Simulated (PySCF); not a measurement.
Rb(I) cation (IRb), SMILES [Rb][I] (connectivity only; charge and spin as stated), charge +1, multiplicity 2.

Geometry optimised at PBE0-D3(BJ)/def2-TZVPD. The multiplicity is an assumed one; other spin states were not compared. The def2 effective core potentials stand for the cores of I, Rb; spin–orbit coupling is left out.

The numbers are results of PBE/def2-TZVPD (PySCF), not measurements.

Isolated molecule, no solvent.

Computed frontier levels, dipole moment:
| Quantity | Value |
|---|---|
| α spin, highest occupied and lowest empty level | -10.81 and -5.64 eV |
| β spin, highest occupied and lowest empty level | -10.50 and -10.38 eV |
| dipole moment about the centre of nuclear charge | 8.82 D |
| ⟨S²⟩ | 0.752 (pure state 0.75) |
